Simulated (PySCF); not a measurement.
Cartesian coordinates in Å; atom numbers follow the order of the lines, from 1:
```xyz
22

C     1.3040    0.0096   -1.9358
P     0.5960   -0.1097   -0.4157
C     0.6180   -1.8233    0.1804
C    -1.1089    0.4655   -0.1005
C    -2.1751   -0.2822    0.2157
C    -3.5825    0.2089    0.2845
C     1.5692    0.8877    0.7611
P     3.3790    0.4360    0.6106
H     0.9492   -0.6811   -2.7065
H     1.5675    1.0160   -2.2764
H     0.1375   -1.9170    1.1641
H     0.0969   -2.4630   -0.5462
H     1.6679   -2.1403    0.2399
H    -1.2591    1.5260   -0.3491
H    -2.0337   -1.3477    0.4391
H    -4.2250   -0.3363   -0.4275
H    -3.6512    1.2824    0.0569
H    -4.0130    0.0376    1.2853
H     1.2184    0.6751    1.7836
H     1.3735    1.9520    0.5579
H     3.7123    1.3025   -0.4664
H     3.8265    1.3591    1.6134
```

Geometry: PBE0-D3(BJ)/def2-SVP; GIAO shifts from PySCF 2.14.0 with density-fitted response routines, gas phase, non-relativistic, averaged over equivalent atoms.

At KT3/pcSseg-1 (220 basis functions, 110 s wall time (97 s CPU) on 1 thread of an Arm Neoverse N1, shared host):
```
      atoms  δ (ppm)
         C4    129.7
         C5    124.9
         C6     23.8
         C7     16.8
         C3      9.2
         C1      0.9
         P2    -18.3
         P8   -174.4
        H15     5.45
        H14     5.20
    H21/H22     3.07
        H20     2.61
H16/H17/H18     1.80
H11/H12/H13     1.41
        H19     0.98
     H9/H10    -0.15
```

δ = σ(ref) − σ, references computed at the same level: ¹³C (σref 182.31) and ¹H (σref 31.32) against TMS; ³¹P (σref 332.35) vs H3PO4.

Predict the values at PBE0/pcSseg-1 on the same geometry.

Answers


```
      atoms  δ at PBE0/pcSseg-1  change
         C4               143.3   +13.6
         C5               138.5   +13.6
         C6                23.3    -0.5
         C7                15.8    -1.0
         C3                 9.3    +0.1
         C1                -1.3    -2.2
         P2               -21.1    -2.8
         P8              -194.3   -19.9
        H15                5.71   +0.26
        H14                5.46   +0.26
    H21/H22                3.16   +0.09
        H20                2.47   -0.14
H16/H17/H18                1.81   +0.01
H11/H12/H13                1.41   +0.00
        H19                0.88   -0.10
     H9/H10               -0.31   -0.16
```

δ = σ(ref) − σ, references computed at the same level: ¹³C (σref 184.41), ¹H (σref 31.27) vs TMS; ³¹P (σref 310.13) against H3PO4.

The largest change is at P8 (phosphorus bonded to C, 2 H). Cost: 220 basis functions, 110 s wall time (95 s CPU) on 1 thread of an Arm Neoverse N1, shared host. The order of the carbon signals is the same at both levels.

Experimental scales use liquid or dissolved standards, which lie at an offset from isolated H3PO4.
